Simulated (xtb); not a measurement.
xtb input:

```bash
xtb mol.xyz --gfn 2 --ohess tight --chrg 1 --uhf 0
```
mol.xyz:
```
4

Se    -0.01683645     0.23016975    -0.22252240
H     -1.03349828    -0.75224851    -0.23544956
H      1.02869527    -0.76090161    -0.21010098
H     -0.02104059     1.38830662     0.64176943
```

Predict the final energy.

-4.19523 Eh (GFN2-xTB).
